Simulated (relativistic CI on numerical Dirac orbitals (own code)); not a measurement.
Radial Dirac CI calculation of Pm4+: levels, rates and radial parameters.

Command:

```sh
python run_levels.py task.json out
```

Input:

```
atom Pm  Z=61  charge=4  electrons=57
nucleus A=145  rms_radius_fm=4.9620
hamiltonian dirac-coulomb  breit=on  qed=on  c_scale=1
orbitals kli  potential=per-configuration
slater_scale 0.85
correlation p86
mixing on
configurations
  [Xe] 4f3
  [Xe] 4f2 5d
  [Kr] 4d10 4f5 5s2 5p4
  [Kr] 4d10 4f3 5s2 5p5 5d
end
```

Hardware: one thread of Neoverse-V2, on a shared host. Rates were computed among at most 200 levels.

Task: How large is the problem, and how long does it take?

Result: 5235 determinants at the lowest M give 5235 levels; 38 SCF iterations in all; about 9.5 s of CPU and 0.26 GiB at the peak.
